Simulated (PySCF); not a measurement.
Job file and geometry (Å, from GFN2-xTB) of a spin–spin coupling run on `C1C(C#C)=[CH][Ga]([F])[O]1`, C$_{5}$H$_{4}$FGaO, B3LYP/pcJ-1 Ga:pcSseg-1 indirect spin-spin coupling, non-relativistic, gas phase (PySCF 2.14.0, density-fitted response routines); density fitting, a coarse starting grid and PySCF grid level 2 are the driver's defaults:

```
$ OMP_NUM_THREADS=1 python probes_run.py task.json out

{"job": {"kind": "j", "xc": "B3LYP", "basis": "pcJ-1"}, "charge": 0, "multiplicity": 1}
C     -2.905050     0.340947     0.160558
C     -1.706686     0.260240     0.141393
C     -0.299850     0.166903     0.116787
C      0.519982     0.992672     0.761202
Ga     2.349126     0.290091     0.286034
F      4.072367     0.506227     0.490267
O      1.656111    -1.046606    -0.737279
C      0.270073    -0.980416    -0.725545
H     -3.951935     0.411312     0.179999
H      0.243028     1.828792     1.377707
H     -0.142226    -1.917293    -0.326258
H     -0.103740    -0.853553    -1.750891
```

Q: What does the program print?

A: 
```
coarse grid: 53688 points
cycle   1  E = -2292.4185695551  dE =  6.201e-01  |g| = 1.473e+00  |ddm| = 3.694e+00
cycle   2  E = -2291.4745756363  dE =  9.440e-01  |g| = 2.725e+00  |ddm| = 2.839e+00
cycle   3  E = -2292.6440400907  dE = -1.169e+00  |g| = 5.090e-01  |ddm| = 2.303e+00
cycle   4  E = -2292.6908997756  dE = -4.686e-02  |g| = 1.650e-01  |ddm| = 5.307e-01
cycle   5  E = -2292.6945429156  dE = -3.643e-03  |g| = 7.349e-02  |ddm| = 1.556e-01
cycle   6  E = -2292.6956404214  dE = -1.098e-03  |g| = 2.246e-02  |ddm| = 6.249e-02
cycle   7  E = -2292.6957445227  dE = -1.041e-04  |g| = 1.037e-02  |ddm| = 2.087e-02
cycle   8  E = -2292.6957685248  dE = -2.400e-05  |g| = 2.211e-03  |ddm| = 8.315e-03
cycle   9  E = -2292.6957694020  dE = -8.772e-07  |g| = 7.629e-04  |ddm| = 2.375e-03
final grid: 113632 points
cycle  10  E = -2292.6958046360  dE =  2.377e-07  |g| = 1.335e-03  |ddm| = 2.087e-03
cycle  11  E = -2292.6958033810  dE =  1.255e-06  |g| = 2.670e-03  |ddm| = 2.935e-03
cycle  12  E = -2292.6958050202  dE = -1.639e-06  |g| = 3.377e-04  |ddm| = 2.048e-03
cycle  13  E = -2292.6958050469  dE = -2.663e-08  |g| = 5.969e-05  |ddm| = 2.524e-04
cycle  14  E = -2292.6958050478  dE = -9.522e-10  |g| = 8.392e-06  |ddm| = 5.215e-05
converged SCF energy = -2292.6958050478

Indirect spin-spin couplings (Hz)
  i      j    bonds     total        FC       PSO       DSO        SD
  0 C    1 C    1    198.325   190.885     7.323     0.116         -
  0 C    2 C    2     12.540    13.005    -0.357    -0.107         -
  0 C    3 C    3      2.418     3.177    -0.704    -0.055         -
  0 C    5 F    5      0.160     0.724    -0.373    -0.293     0.102
  0 C    6 O    4      0.671    -0.050     0.690     0.031         -
  0 C    7 C    3      2.032     2.279    -0.215    -0.032         -
  0 C    8 H    1    267.779   268.963    -1.602     0.418         -
  0 C    9 H    4     -0.900    -0.730    -0.050    -0.120         -
  0 C   10 H    4     -0.488    -0.497     0.098    -0.089         -
  0 C   11 H    4     -0.487    -0.495     0.094    -0.087         -
  1 C    2 C    1     95.888    98.378    -2.789     0.299         -
  1 C    3 C    2     -0.573    -1.012     0.416     0.023         -
  1 C    5 F    4      6.805     6.360     0.537    -0.387     0.295
  1 C    6 O    3      0.294     0.326    -0.055     0.023         -
  1 C    7 C    2      7.561     7.445     0.045     0.070         -
  1 C    8 H    2     51.450    46.813     5.804    -1.167         -
  1 C    9 H    3      7.928     7.740     0.095     0.093         -
  1 C   10 H    3      1.922     1.811    -0.080     0.190         -
  1 C   11 H    3      1.944     1.833    -0.081     0.192         -
  2 C    3 C    1     81.430    89.937    -8.830     0.323         -
  2 C    5 F    3      8.333     8.171     0.106    -0.712     0.768
  2 C    6 O    2      1.673    -0.302     2.012    -0.038         -
  2 C    7 C    1     39.480    40.769    -1.633     0.345         -
  2 C    8 H    3      4.443     4.554     0.292    -0.403         -
  2 C    9 H    2      2.809     4.212    -1.128    -0.275         -
  2 C   10 H    2     -4.463    -4.519    -0.151     0.208         -
  2 C   11 H    2     -4.409    -4.463    -0.152     0.206         -
  3 C    5 F    2      8.492    12.891    -7.657    -0.871     4.129
  3 C    6 O    2     -1.940    -2.487     0.537     0.010         -
  3 C    7 C    2      0.757     1.122    -0.408     0.043         -
  3 C    8 H    4     -3.015    -2.754    -0.025    -0.235         -
  3 C    9 H    1    197.632   197.267    -0.711     1.076         -
  3 C   10 H    3      3.679     3.687     0.244    -0.253         -
  3 C   11 H    3      3.680     3.689     0.246    -0.255         -
  5 F    6 O    2     22.661     7.476    16.274     0.373    -1.462
  5 F    7 C    3     -1.195     1.706    -2.267    -0.732     0.098
  5 F    8 H    6     -0.420     0.122     0.375    -0.935     0.018
  5 F    9 H    3      1.721     4.693    -0.839    -1.822    -0.311
  5 F   10 H    4      1.047     2.868     0.361    -2.061    -0.121
  5 F   11 H    4      1.043     2.858     0.363    -2.057    -0.121
  6 O    7 C    1     26.964    25.409     1.740    -0.184         -
  6 O    8 H    5      0.316     0.070     0.131     0.115         -
  6 O    9 H    3     -3.420    -3.525    -0.205     0.309         -
  6 O   10 H    2     -8.267    -7.745    -0.481    -0.041         -
  6 O   11 H    2     -8.325    -7.804    -0.480    -0.040         -
  7 C    8 H    4     -1.737    -1.678     0.126    -0.185         -
  7 C    9 H    3      8.939     9.032     0.317    -0.410         -
  7 C   10 H    1    155.353   154.181    -0.036     1.208         -
  7 C   11 H    1    155.593   154.424    -0.038     1.207         -
  8 H    9 H    5      0.864     0.922     0.625    -0.684         -
  8 H   10 H    5      0.396     0.402     0.632    -0.638         -
  8 H   11 H    5      0.394     0.401     0.629    -0.635         -
  9 H   10 H    4     -2.934    -2.866     1.575    -1.643         -
  9 H   11 H    4     -2.910    -2.841     1.575    -1.644         -
 10 H   11 H    2    -19.457   -19.895     2.013    -1.574         -
```

Size and cost of the density-fitted run: 270 basis functions, 2.7 min wall time on 1 thread of an Intel Xeon, shared host; peak memory 1.1 GiB.
